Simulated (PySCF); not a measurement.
Zr(Cl)3(OH) cation (Cl₃HOZr), SMILES [OH][Zr]([Cl])([Cl])[Cl] (connectivity only; charge and spin as stated), charge +1, multiplicity 2.

Coordinates come from a PBE-D3(BJ)/def2-SVP optimisation. A frequency run showed that this geometry is not a minimum. The spin state was assumed, not searched. The isomer is the one that the SMILES or the coordinates give; other isomers of the formula were not compared. The def2 effective core potentials stand for the cores of Zr; spin–orbit coupling is left out. The values are those of a single conformer.

These are PBE-D3(BJ)/def2-SVP in PySCF values and carry that method's errors.

Frequencies are harmonic and unscaled.

```
mode  ν (cm⁻¹)  IR (km/mol)  moving atoms (share of kinetic energy)
----  --------  -----------  --------------------------------------
1          32i          0.3                        Cl 87 %, Zr 13 %
2           47          0.9                        Cl 86 %, Zr 13 %
3           78          2.0                        Cl 65 %, Zr 29 %
4          106          0.5                 O 58 %, Cl 24 %, H 10 %
5          124          0.0                 O 59 %, Cl 24 %, H 11 %
6          291          3.9                        Cl 61 %, Zr 37 %
7          295          1.2                        Cl 64 %, Zr 35 %
8          335          3.4                        Cl 86 %, Zr 14 %
9          419        122.8                          H 86 %, O 13 %
10         432        152.3                          H 87 %, O 12 %
11         724          9.8                         O 80 %, Zr 15 %
12        3729        776.2                                  H 94 %
```
